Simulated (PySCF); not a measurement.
Job file and geometry (Å, from GFN2-xTB) of an NMR shielding run on `Cl[SiH2][Si@@H]1C[SiH2]CS1`, C2H9ClSSi3, GIAO PBE0/pcSseg-1 NMR shielding, non-relativistic, gas phase in PySCF; density fitting, a coarse starting grid and PySCF grid level 2 are the driver's defaults:

```
$ OMP_NUM_THREADS=1 python probes_run.py task.json out

{"job": {"kind": "nmr", "xc": "PBE0", "basis": "pcSseg-1"}, "charge": 0, "multiplicity": 1}
Cl     3.758739     1.616898    -0.701902
Si     2.871248     0.143842     0.368908
Si     0.836850    -0.277342    -0.636141
C     -0.466101     1.116567    -0.454322
Si    -2.019956     0.445152     0.419989
C     -1.829370    -1.434902     0.175178
S     -0.084870    -1.938617     0.384692
H      3.803464    -0.981829     0.365161
H      2.795883     0.638623     1.746194
H      0.885470    -0.643656    -2.064268
H     -0.051826     1.957896     0.098613
H     -0.722949     1.504105    -1.438975
H     -1.987550     0.750314     1.851665
H     -3.266252     0.884170    -0.210908
H     -2.140173    -1.756482    -0.817713
H     -2.390207    -2.015797     0.902418
```

Task: Write the output of this run.

Result: 
```
coarse grid: 15872 points
cycle   1  E = -1807.6621342876  dE =  5.137e-01  |g| = 4.371e-01  |ddm| = 3.776e+00
cycle   2  E = -1807.6426285108  dE =  1.951e-02  |g| = 5.130e-01  |ddm| = 1.053e+00
cycle   3  E = -1807.7133022050  dE = -7.067e-02  |g| = 5.028e-02  |ddm| = 6.086e-01
cycle   4  E = -1807.7139154942  dE = -6.133e-04  |g| = 2.359e-02  |ddm| = 9.638e-02
cycle   5  E = -1807.7140610527  dE = -1.456e-04  |g| = 5.895e-03  |ddm| = 3.483e-02
cycle   6  E = -1807.7140689824  dE = -7.930e-06  |g| = 1.529e-03  |ddm| = 7.088e-03
final grid: 130040 points
cycle   7  E = -1807.7546305272  dE = -2.331e-05  |g| = 7.020e-03  |ddm| = 2.100e-02
cycle   8  E = -1807.7546199506  dE =  1.058e-05  |g| = 9.152e-03  |ddm| = 1.540e-02
cycle   9  E = -1807.7546418734  dE = -2.192e-05  |g| = 6.523e-04  |ddm| = 9.833e-03
cycle  10  E = -1807.7546419774  dE = -1.039e-07  |g| = 1.185e-04  |ddm| = 9.755e-04
cycle  11  E = -1807.7546419808  dE = -3.474e-09  |g| = 4.678e-05  |ddm| = 1.941e-04
cycle  12  E = -1807.7546419814  dE = -5.762e-10  |g| = 1.415e-05  |ddm| = 6.792e-05
converged SCF energy = -1807.7546419814

GIAO shielding tensors (ppm)
atom      isotropic    diamagn.    paramagn.     s11        s22        s33       span
  0 Cl    1062.519    1147.272     -84.753    996.034   1086.344   1105.180    109.145
  1 Si     384.785     877.227    -492.442    348.359    360.263    445.733     97.374
  2 Si     357.902     880.253    -522.351    277.797    379.003    416.905    139.108
  3 C      194.868     258.818     -63.951    174.820    201.493    208.290     33.470
  4 Si     377.186     879.731    -502.546    305.328    400.658    425.570    120.242
  5 C      168.608     255.533     -86.925    139.692    171.526    194.605     54.914
  6 S      673.305    1059.203    -385.898    506.493    642.351    871.070    364.578
  7 H       26.434      27.516      -1.082     21.652     25.971     31.678     10.026
  8 H       26.458      28.200      -1.742     22.437     25.891     31.045      8.608
  9 H       26.522      29.341      -2.818     22.486     24.353     32.728     10.242
 10 H       31.240      32.105      -0.865     24.807     29.296     39.616     14.809
 11 H       31.262      31.350      -0.088     25.255     28.129     40.401     15.145
 12 H       27.736      28.917      -1.180     23.775     25.090     34.343     10.568
 13 H       27.019      28.456      -1.437     22.856     24.500     33.700     10.844
 14 H       29.672      30.948      -1.276     22.935     27.399     38.682     15.747
 15 H       29.578      29.991      -0.413     22.909     27.091     38.734     15.825
```

Task: Turn these shieldings into chemical shifts. Chemical shifts δ = σref − σ; 35Cl (949.78 ppm) vs HCl; TMS for 29Si (349.16 ppm) and 13C (186.93 ppm) and 1H (31.72 ppm); 33S (503.73 ppm) vs CS2, all at this level.

Result: Averaging equivalent atoms: Cl 0: -113; Si 2: -8.7; Si 4: -28.0; Si 1: -35.6; C 5: 18.3; C 3: -7.9; S 6: -170; H 7: 5.28; H 8: 5.26; H 9: 5.19; H 13: 4.70; H 12: 3.98; H 15: 2.14; H 14: 2.04; H 10: 0.48; H 11: 0.46 ppm. 

Size and cost of the density-fitted run: 199 basis functions, 39 s wall time on 1 thread of an Arm Neoverse V2, shared host; peak memory 0.9 GiB.
